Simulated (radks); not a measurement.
Values are calculated unless marked as measured or tabulated.
All-electron atom: Ne0.25+ in [He] 2s1.75 2p6 (fractional occupations, a model configuration).

Level of theory: scalar-relativistic Kohn-Sham, r2SCAN, spin-unpolarised, spherical densities, finite nucleus; meta-GGA in the generalised Kohn-Sham scheme; Fermi nuclear charge, rms radius 3.0055 fm (a radial shooting solver on a logarithmic mesh with Libxc functionals).

Energy parts (eV):
| part | energy |
|---|---|
| total | -3502.349 |
| kinetic | 3501.786 |
| electron-nucleus | -8419.233 |
| Hartree | 1750.115 |
| exchange-correlation | -335.017 |

Orbitals (lengths in bohr, moments of r in powers of bohr; <r^-3> diverges for s and p1/2; r(max) is where P^2 peaks):
orbital  occ.  eigenvalue (eV)  <r^-3>  r(max)
1s          2        -843.1569       -  0.1026
2s       1.75         -43.0131       -  0.6784
2p          6         -18.4759   11.64  0.6212

The highest occupied level is 2p at -18.476 eV. The electron density at the nucleus is 643.2 e/bohr^3 (large components only).
